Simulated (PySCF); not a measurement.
**Interval between two levels of N³⁺ by level of theory**

N³⁺ [He] 2s2 → N³⁺ [He] 2s1 2p1 [3P2, M_J = 2], as a difference of total energies. Calculation: PySCF 2.14, in x2c-TZVPall-2c with one added diffuse shell each of s, p, d type (6s4p3d1f, 40 functions); the two-component X2C-1e Hamiltonian. Correlated levels: 1s2 frozen. "Screened" scales the spin-orbit matrix elements by Boettger's factors to mimic the two-electron term; Breit and QED terms are absent.

```csv
method,interval between two levels (cm⁻¹)
GHF (spin-free),50164
GMP2 (spin-free),60001
GHF (screened spin-orbit),50246
GMP2 (screened spin-orbit),60083
```

The labels give the starting determinants; with spin-orbit coupling the two ends relaxed to ⟨J²⟩ = 0.00, ⟨L²⟩ = 0.00, ⟨S²⟩ = 0.00 and ⟨J²⟩ = 6.00, ⟨L²⟩ = 2.00, ⟨S²⟩ = 2.00.
